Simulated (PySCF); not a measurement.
## How methods differ on the excitation energy of Se²⁺

Se²⁺ [Ar] 3d10 4s2 4p2 (3P) → Se²⁺ [Ar] 3d10 4s1 4p2 5s1 (5P), as a difference of total energies. Computed with PySCF 2.14 in aug-cc-pVQZ-DK (8s7p5d3f2g, 93 functions), with scalar relativity by spin-free X2C-1e. Correlated levels: valence: [Ar] 3d10 frozen. The calculations carry no spin-orbit coupling.

```csv
method,excitation energy (eV)
UHF,23.424
MP2 (valence),24.516
SCS-MP2 (valence),24.995
CCSD (valence),24.660
CCSD(T) (valence),24.678
```

How much does correlation contribute at CCSD(T) (valence)?

24.678 − (23.424) = 1.254 eV, measured against UHF.

A first-order spin-orbit estimate (lowest level to lowest level, LS coupling) adds 0.047 eV.

The promoted electron is Rydberg-like, and one or two diffuse shells describe it only roughly, which tends to raise the upper state.

The coupled-cluster amplitudes are large for the upper state (T1 above 0.03 or a double amplitude above 0.15), so a single reference is strained.
